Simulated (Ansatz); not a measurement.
Coupled-cluster diagnostics for the cluster MoO5H4 (the lowest singlet isomer of a short search), Ansatz.

Geometry of the singlet (PBE-D4/def2-SVP):

```xyz
10

Mo    0.106   -0.371    0.154
O     1.986   -0.617    0.031
O     0.571    1.323    1.057
O    -0.400   -1.711    1.043
O    -1.391    0.309   -0.825
O    -0.789    1.220    1.578
H    -1.521    0.168   -1.779
H     0.321   -1.049   -1.398
H    -1.320    1.702    0.894
H     2.436   -0.974   -0.754
```

In the def2 sets Mo takes a core potential; there is no spin–orbit coupling. Correlated methods freeze 5 core orbitals; core or outer-core shells of Mo are correlated, in sets that lack core-valence functions. The structure holds one bond between oxygen atoms, so isomers without such links may lie far lower. The structure comes from a short search, and lower isomers may exist.

(1) Estimate the CCSD(T) correlation energy, the shares of MP2 and (T), T1 and the reference's ⟨S²⟩ for: charge 0, singlet, own geometry in def2-SVP; charge 1, doublet, vertical in def2-SVP; and the rough time on 4 threads of Arm Neoverse V2 on a shared host.

Answers

(1) 
```
                          state     basis  correlation (eV)  MP2 share (%)  (T) share (%)     T1  ⟨S²⟩ (pure)  wall time                      remarks
charge 0, singlet, own geometry  def2-SVP           -39.249           99.0            4.6  0.026  0.00 (0.00)       22 s                            –
    charge 1, doublet, vertical  def2-SVP           -38.596           92.4            4.8  0.061  1.38 (0.75)    2.2 min  large T1, spin-contaminated
```
Customary marks for T1 are 0.02 (closed shells), 0.045 (open shells) and about 0.05 (3d metals). T1 exceeds 0.02 in 2 of 2 rows and 0.045 in 1; the higher it lies, the less the single-reference result can be trusted.
